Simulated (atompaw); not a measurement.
# Varying the PAW (atompaw) potential for Se

Base potential:

```
Element                 : selenium (Se)
Generator               : atompaw 4.2.0.5
Type                    : PAW
Functional              : PBE
Relativity              : scalar-relativistic
Frozen core             : [Ar] 3d10
Valence charge          : 6
Reference configuration : 4s2 4p3.75 (charge +0.25)
Partial waves           : 4s (bound): rc 1.50 bohr; 4s channel at 3.6 Ry: rc 1.50 bohr; 4p (bound): rc 1.50 bohr; 4p channel at 2.15 Ry: rc 1.50 bohr
Local potential         : bessel scheme, radius 1.45 bohr
Core correction         : smooth core density matched at 1.15 bohr
Augmentation charge     : besselshape compensation charge, radius 1.45 bohr; PAW radius 1.50 bohr; waves and projectors: custom rrkj vanderbiltortho
```

All-electron outer shells of the reference configuration (PBE, scalar-relativistic, ld1.x):

| shell | level (eV) | outermost node (bohr) | outermost maximum (bohr) |
| --- | --- | --- | --- |
| 3d | -55.56 | – | 0.45 |
| 4s | -19.54 | 0.70 | 1.51 |
| 4p | -8.61 | 0.74 | 1.80 |

Cutoffs, loose and tight: the cutoffs (Ry, on a coarse ladder) from which the occupation-weighted sum of valence levels, in a spherical-Bessel basis at the reference potential, stays within 10 and 1 mRy of its value at 400 Ry. They see the waves, projectors and local potential, not the compensation charge or the core. A dash means not determined.

A true bound ghost makes a file unfit for plane-wave use even where its test errors are small: the radial tests pick states by their node count and pass the ghost by.

```csv
change,outcome,"cutoff, loose","cutoff, tight",bound ghosts
base,generated,18 Ry,35 Ry,none
wave 4p channel at 2.15 Ry: rc 1.50 bohr becomes 4p channel at 2.15 Ry: rc 1.26 bohr,generated,18 Ry,35 Ry,none
wave 4s channel at 3.6 Ry: rc 1.50 bohr becomes 4s channel at 3.6 Ry: rc 1.24 bohr,generated,18 Ry,35 Ry,none
core correction smooth core density matched at 0.92 bohr,generated,18 Ry,35 Ry,none
"local potential bessel scheme, radius 0.86 bohr",generated,18 Ry,35 Ry,d
wave 4p channel at 2.15 Ry: rc 1.50 bohr becomes 4p channel at 3.92 Ry: rc 1.50 bohr,generated,18 Ry,35 Ry,none
reference 4s2 4p3,generated,18 Ry,35 Ry,d
"augmentation besselshape compensation charge, radius 1.12 bohr; PAW radius 1.50 bohr; waves and projectors: custom rrkj vanderbiltortho",generated,18 Ry,35 Ry,none
wave 4s channel at 3.6 Ry: rc 1.50 bohr becomes 4s channel at 3.6 Ry: rc 1.26 bohr,generated,18 Ry,35 Ry,none
"local potential bessel scheme, radius 1.04 bohr",generated,18 Ry,35 Ry,none
```

Task: What comes out with this change to the base: all radii scaled by about 1.13 (s 1.70, p 1.70 bohr); local potential bessel scheme, radius 1.64 bohr; augmentation besselshape compensation charge, radius 1.64 bohr; PAW radius 1.70 bohr; waves and projectors: custom rrkj vanderbiltortho; core correction smooth core density matched at 1.30 bohr?

Result: outcome: generated; cutoff, loose: 12 Ry; cutoff, tight: 25 Ry; bound ghosts: none.

Task: What comes out with this change to the base: local potential troulliermartins scheme with l = 2 at 0 Ry, radius 1.45 bohr?

Result: outcome: generated; cutoff, loose: 25 Ry; cutoff, tight: 40 Ry; bound ghosts: s, p.

Task: What comes out with this change to the base: augmentation besselshape compensation charge, radius 1.45 bohr; PAW radius 1.50 bohr; waves and projectors: custom polynom gramschmidtortho?

Result: outcome: generated; cutoff, loose: 25 Ry; cutoff, tight: 45 Ry; bound ghosts: none.
